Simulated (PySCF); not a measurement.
## How methods differ on the ionisation energy of B⁺

B⁺ [He] 2s2 (1S) → B²⁺ [He] 2s1 (2S), as a difference of total energies. All numbers are calculated (PySCF 2.14, scalar relativity by spin-free X2C-1e, in x2c-QZVPPall (7s4p3d2f1g, 57 functions)). Correlated levels: valence: 1s2 frozen; valence and next inner shell: nothing frozen. The calculations carry no spin-orbit coupling.

```
                                method  ionisation energy (eV)  error (eV)
                                   UHF                  23.449      -1.706
                                   LDA                  24.560      -0.595
                                   PBE                  24.612      -0.543
                                  PBE0                  24.567      -0.588
                                r2SCAN                  24.263      -0.892
                               wB97M-V                  24.681      -0.474
                                 HSE06                  24.564      -0.591
                               r2SCAN0                  24.319      -0.836
                               r2SCANh                  24.286      -0.869
                         MP2 (valence)                  24.472      -0.683
                     SCS-MP2 (valence)                  24.677      -0.478
    MP2 (valence and next inner shell)                  24.496      -0.659
SCS-MP2 (valence and next inner shell)                  24.697      -0.458
```

Reference: 25.155 eV (measured; NIST Atomic Spectra Database, ionization energies).

Errors of the correlated levels include the incompleteness of this basis and the frozen core.

MP2 underrates the near-degeneracy of ns² with np² in the lower species.
